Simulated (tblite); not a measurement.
A geometry optimisation, step by step.

Compound: C₃H₇FGeSi.
SMILES with atom numbers: `[CH3:1][C:2]#[C:3][Si@H:4]([F:5])[GeH3:6]` (hydrogens: H7, H8, H9 on C1; H10 on Si4; H11, H12, H13 on Ge6)

Computed with GFN2-xTB (tblite), gas phase: L-BFGS steps from a force-field or distance-geometry start until the largest atomic force falls under 0.01 eV/Å. 6 of its 50 geometries are shown.

Step 0: E = -499.7905 eV, largest atomic force 2.747 eV/Å
```
atom  x, y, z in Å  |  force x, y, z in eV/Å
C1      2.996   -0.762   -0.246   -1.024  -0.311   0.364
C2      1.680   -0.100   -0.373    2.483  -1.162   0.175
C3      0.610    0.414   -0.456   -1.550   0.919  -0.107
Si4    -1.060    1.189   -0.619    0.306   0.492   0.531
F5     -1.023    2.653    0.169   -0.070  -1.035  -0.597
Ge6    -2.699   -0.248    0.174    0.175   0.072   0.400
H7      3.153   -1.430   -1.116    0.060   0.527   0.457
H8      2.955   -1.397    0.675    0.159   0.472  -0.670
H9      3.786   -0.013   -0.136   -0.182  -0.272  -0.174
H10    -1.294    1.423   -2.025    0.032   0.380  -0.311
H11    -3.231   -1.098   -1.007   -0.018   0.295   0.662
H12    -2.071   -1.228    1.219   -0.592   0.355  -0.460
H13    -3.807    0.598    0.863    0.220  -0.731  -0.273
```

Step 10: E = -500.0856 eV, largest atomic force 0.156 eV/Å
```
atom  x, y, z in Å  |  force x, y, z in eV/Å
C1      2.986   -0.779   -0.228   -0.070   0.060  -0.009
C2      1.707   -0.121   -0.359    0.045   0.004  -0.006
C3      0.648    0.448   -0.458    0.000   0.009  -0.072
Si4    -1.020    1.187   -0.679    0.055  -0.075  -0.002
F5     -1.043    2.584    0.123   -0.007   0.076   0.005
Ge6    -2.647   -0.204    0.200   -0.096  -0.099   0.069
H7      3.161   -1.404   -1.107    0.036   0.049   0.138
H8      2.977   -1.399    0.671    0.100   0.028  -0.101
H9      3.776   -0.026   -0.151   -0.050  -0.148   0.008
H10    -1.271    1.536   -2.071    0.044   0.094  -0.038
H11    -3.264   -1.050   -0.870   -0.040  -0.042  -0.031
H12    -2.185   -1.220    1.202   -0.009   0.036   0.007
H13    -3.829    0.449    0.846   -0.008   0.006   0.034
```

Step 20: E = -500.0947 eV, largest atomic force 0.050 eV/Å
```
atom  x, y, z in Å  |  force x, y, z in eV/Å
C1      2.990   -0.777   -0.224   -0.034   0.017  -0.003
C2      1.712   -0.117   -0.360    0.029  -0.010  -0.010
C3      0.653    0.445   -0.489   -0.050   0.001   0.003
Si4    -1.024    1.180   -0.686    0.042  -0.010  -0.026
F5     -1.049    2.582    0.114   -0.001  -0.016   0.029
Ge6    -2.666   -0.215    0.200    0.003   0.010  -0.032
H7      3.170   -1.404   -1.097    0.018   0.006   0.023
H8      2.993   -1.401    0.670    0.008   0.014  -0.016
H9      3.786   -0.036   -0.146   -0.007  -0.016   0.003
H10    -1.247    1.583   -2.071   -0.002   0.002   0.002
H11    -3.290   -1.070   -0.864   -0.014  -0.005   0.018
H12    -2.194   -1.212    1.213    0.014  -0.010   0.012
H13    -3.837    0.443    0.862   -0.005   0.017  -0.001
```

Step 29: E = -500.0968 eV, largest atomic force 0.025 eV/Å
```
atom  x, y, z in Å  |  force x, y, z in eV/Å
C1      2.993   -0.772   -0.224   -0.008   0.002   0.001
C2      1.715   -0.118   -0.375   -0.005  -0.018   0.006
C3      0.644    0.423   -0.501    0.008   0.019  -0.015
Si4    -1.026    1.173   -0.699    0.014  -0.013  -0.004
F5     -1.050    2.553    0.141    0.011  -0.016  -0.001
Ge6    -2.672   -0.216    0.187   -0.001   0.000  -0.010
H7      3.187   -1.405   -1.090    0.003   0.004   0.003
H8      2.990   -1.391    0.674    0.000   0.004  -0.002
H9      3.789   -0.032   -0.140   -0.015   0.010  -0.002
H10    -1.239    1.610   -2.075   -0.003  -0.001   0.013
H11    -3.321   -1.090   -0.845   -0.002   0.007  -0.005
H12    -2.187   -1.197    1.209    0.003  -0.009   0.014
H13    -3.827    0.461    0.858   -0.005   0.010   0.000
```

Step 39: E = -500.0975 eV, largest atomic force 0.019 eV/Å
```
atom  x, y, z in Å  |  force x, y, z in eV/Å
C1      2.994   -0.771   -0.222    0.004   0.010  -0.005
C2      1.712   -0.127   -0.381   -0.011  -0.013   0.008
C3      0.647    0.420   -0.519   -0.003  -0.007  -0.001
Si4    -1.025    1.167   -0.703   -0.001   0.000   0.000
F5     -1.039    2.535    0.155    0.005  -0.002  -0.005
Ge6    -2.674   -0.218    0.184   -0.005   0.002  -0.007
H7      3.198   -1.404   -1.085    0.008  -0.002   0.006
H8      2.994   -1.387    0.678   -0.007   0.009  -0.010
H9      3.778   -0.019   -0.138    0.018  -0.002   0.002
H10    -1.243    1.618   -2.074   -0.007   0.003   0.003
H11    -3.333   -1.092   -0.842    0.007   0.008   0.004
H12    -2.190   -1.195    1.213   -0.004  -0.008   0.004
H13    -3.822    0.473    0.854   -0.003   0.002   0.000
```

Step 49: E = -500.0978 eV, largest atomic force 0.008 eV/Å
```
atom  x, y, z in Å  |  force x, y, z in eV/Å
C1      2.998   -0.768   -0.221    0.004   0.003  -0.003
C2      1.712   -0.135   -0.387   -0.001   0.002  -0.003
C3      0.643    0.406   -0.532    0.003   0.000   0.000
Si4    -1.026    1.161   -0.705    0.000   0.001   0.003
F5     -1.024    2.527    0.159    0.004  -0.002   0.001
Ge6    -2.676   -0.217    0.187   -0.003   0.002  -0.005
H7      3.213   -1.402   -1.081   -0.003  -0.005   0.002
H8      2.997   -1.381    0.681    0.001   0.001  -0.006
H9      3.777   -0.011   -0.136    0.003   0.004   0.005
H10    -1.258    1.626   -2.069    0.004  -0.007   0.002
H11    -3.335   -1.086   -0.843   -0.004   0.003   0.002
H12    -2.204   -1.200    1.216   -0.002   0.002   0.001
H13    -3.823    0.482    0.852   -0.004  -0.004   0.000
```

Task: Summarise the path.

Result: The energy falls by 0.3073 eV from step 0 to step 49; nine tenths of that is first reached at step 8. It rises by more than 0.2 meV at step 1. The largest force goes from 2.747 to 0.008 eV/Å. Among the bonds Ge6–H12 changes most, from 1.564 to 1.499 Å; the atoms move by 0.111 Å rms after alignment.

Task: Follow the three bonds and two angles with the largest change from start to end.

Result: 
```json
{"step": "0", "E above end (eV)": "0.3073", "largest force (eV/Å)": "2.747", "Ge6–H12 (Å)": "1.564", "Ge6–H13 (Å)": "1.556", "Ge6–H11 (Å)": "1.550", "H11–Ge6–H13 (°)": "113.0", "Si4–Ge6–H13 (°)": "108.5"}
{"step": "2", "E above end (eV)": "0.1756", "largest force (eV/Å)": "0.751", "Ge6–H12 (Å)": "1.538", "Ge6–H13 (Å)": "1.536", "Ge6–H11 (Å)": "1.542", "H11–Ge6–H13 (°)": "112.0", "Si4–Ge6–H13 (°)": "108.9"}
{"step": "4", "E above end (eV)": "0.0851", "largest force (eV/Å)": "1.119", "Ge6–H12 (Å)": "1.494", "Ge6–H13 (Å)": "1.502", "Ge6–H11 (Å)": "1.517", "H11–Ge6–H13 (°)": "109.4", "Si4–Ge6–H13 (°)": "111.4"}
{"step": "6", "E above end (eV)": "0.0438", "largest force (eV/Å)": "0.281", "Ge6–H12 (Å)": "1.481", "Ge6–H13 (Å)": "1.484", "Ge6–H11 (Å)": "1.491", "H11–Ge6–H13 (°)": "106.6", "Si4–Ge6–H13 (°)": "114.3"}
{"step": "9", "E above end (eV)": "0.0175", "largest force (eV/Å)": "0.256", "Ge6–H12 (Å)": "1.498", "Ge6–H13 (Å)": "1.494", "Ge6–H11 (Å)": "1.492", "H11–Ge6–H13 (°)": "103.8", "Si4–Ge6–H13 (°)": "116.8"}
{"step": "11", "E above end (eV)": "0.0095", "largest force (eV/Å)": "0.156", "Ge6–H12 (Å)": "1.499", "Ge6–H13 (Å)": "1.498", "Ge6–H11 (Å)": "1.500", "H11–Ge6–H13 (°)": "103.1", "Si4–Ge6–H13 (°)": "117.3"}
{"step": "13", "E above end (eV)": "0.0069", "largest force (eV/Å)": "0.100", "Ge6–H12 (Å)": "1.498", "Ge6–H13 (Å)": "1.498", "Ge6–H11 (Å)": "1.501", "H11–Ge6–H13 (°)": "103.3", "Si4–Ge6–H13 (°)": "117.3"}
{"step": "15", "E above end (eV)": "0.0048", "largest force (eV/Å)": "0.085", "Ge6–H12 (Å)": "1.500", "Ge6–H13 (Å)": "1.499", "Ge6–H11 (Å)": "1.500", "H11–Ge6–H13 (°)": "103.5", "Si4–Ge6–H13 (°)": "117.3"}
{"step": "17", "E above end (eV)": "0.0040", "largest force (eV/Å)": "0.040", "Ge6–H12 (Å)": "1.501", "Ge6–H13 (Å)": "1.499", "Ge6–H11 (Å)": "1.500", "H11–Ge6–H13 (°)": "103.5", "Si4–Ge6–H13 (°)": "117.2"}
{"step": "19", "E above end (eV)": "0.0034", "largest force (eV/Å)": "0.070", "Ge6–H12 (Å)": "1.498", "Ge6–H13 (Å)": "1.498", "Ge6–H11 (Å)": "1.501", "H11–Ge6–H13 (°)": "103.7", "Si4–Ge6–H13 (°)": "117.2"}
{"step": "21", "E above end (eV)": "0.0029", "largest force (eV/Å)": "0.039", "Ge6–H12 (Å)": "1.498", "Ge6–H13 (Å)": "1.498", "Ge6–H11 (Å)": "1.500", "H11–Ge6–H13 (°)": "103.9", "Si4–Ge6–H13 (°)": "117.1"}
{"step": "23", "E above end (eV)": "0.0026", "largest force (eV/Å)": "0.054", "Ge6–H12 (Å)": "1.500", "Ge6–H13 (Å)": "1.499", "Ge6–H11 (Å)": "1.500", "H11–Ge6–H13 (°)": "103.9", "Si4–Ge6–H13 (°)": "117.1"}
{"step": "26", "E above end (eV)": "0.0016", "largest force (eV/Å)": "0.068", "Ge6–H12 (Å)": "1.502", "Ge6–H13 (Å)": "1.501", "Ge6–H11 (Å)": "1.501", "H11–Ge6–H13 (°)": "103.7", "Si4–Ge6–H13 (°)": "116.9"}
{"step": "28", "E above end (eV)": "0.0011", "largest force (eV/Å)": "0.035", "Ge6–H12 (Å)": "1.499", "Ge6–H13 (Å)": "1.499", "Ge6–H11 (Å)": "1.501", "H11–Ge6–H13 (°)": "103.7", "Si4–Ge6–H13 (°)": "116.6"}
{"step": "30", "E above end (eV)": "0.0010", "largest force (eV/Å)": "0.028", "Ge6–H12 (Å)": "1.498", "Ge6–H13 (Å)": "1.498", "Ge6–H11 (Å)": "1.499", "H11–Ge6–H13 (°)": "103.8", "Si4–Ge6–H13 (°)": "116.4"}
{"step": "32", "E above end (eV)": "0.0007", "largest force (eV/Å)": "0.042", "Ge6–H12 (Å)": "1.499", "Ge6–H13 (Å)": "1.498", "Ge6–H11 (Å)": "1.498", "H11–Ge6–H13 (°)": "103.8", "Si4–Ge6–H13 (°)": "116.3"}
{"step": "34", "E above end (eV)": "0.0006", "largest force (eV/Å)": "0.017", "Ge6–H12 (Å)": "1.500", "Ge6–H13 (Å)": "1.499", "Ge6–H11 (Å)": "1.500", "H11–Ge6–H13 (°)": "103.7", "Si4–Ge6–H13 (°)": "116.2"}
{"step": "36", "E above end (eV)": "0.0005", "largest force (eV/Å)": "0.023", "Ge6–H12 (Å)": "1.499", "Ge6–H13 (Å)": "1.499", "Ge6–H11 (Å)": "1.501", "H11–Ge6–H13 (°)": "103.7", "Si4–Ge6–H13 (°)": "116.2"}
{"step": "38", "E above end (eV)": "0.0004", "largest force (eV/Å)": "0.022", "Ge6–H12 (Å)": "1.498", "Ge6–H13 (Å)": "1.499", "Ge6–H11 (Å)": "1.501", "H11–Ge6–H13 (°)": "103.7", "Si4–Ge6–H13 (°)": "116.1"}
{"step": "40", "E above end (eV)": "0.0003", "largest force (eV/Å)": "0.021", "Ge6–H12 (Å)": "1.499", "Ge6–H13 (Å)": "1.498", "Ge6–H11 (Å)": "1.499", "H11–Ge6–H13 (°)": "103.8", "Si4–Ge6–H13 (°)": "116.0"}
{"step": "43", "E above end (eV)": "0.0002", "largest force (eV/Å)": "0.021", "Ge6–H12 (Å)": "1.499", "Ge6–H13 (Å)": "1.498", "Ge6–H11 (Å)": "1.499", "H11–Ge6–H13 (°)": "103.8", "Si4–Ge6–H13 (°)": "115.9"}
{"step": "45", "E above end (eV)": "0.0001", "largest force (eV/Å)": "0.024", "Ge6–H12 (Å)": "1.499", "Ge6–H13 (Å)": "1.499", "Ge6–H11 (Å)": "1.500", "H11–Ge6–H13 (°)": "103.8", "Si4–Ge6–H13 (°)": "115.9"}
{"step": "47", "E above end (eV)": "0.0000", "largest force (eV/Å)": "0.031", "Ge6–H12 (Å)": "1.498", "Ge6–H13 (Å)": "1.499", "Ge6–H11 (Å)": "1.501", "H11–Ge6–H13 (°)": "103.8", "Si4–Ge6–H13 (°)": "115.9"}
{"step": "49", "E above end (eV)": "0.0000", "largest force (eV/Å)": "0.008", "Ge6–H12 (Å)": "1.499", "Ge6–H13 (Å)": "1.499", "Ge6–H11 (Å)": "1.500", "H11–Ge6–H13 (°)": "103.8", "Si4–Ge6–H13 (°)": "115.9"}
```

What follows is the cost of the whole relaxation. The run took 0.48 s wall on an Arm Neoverse N1 with one thread, no GPU, shared host with 64 logical CPUs at a one-minute load of 62.
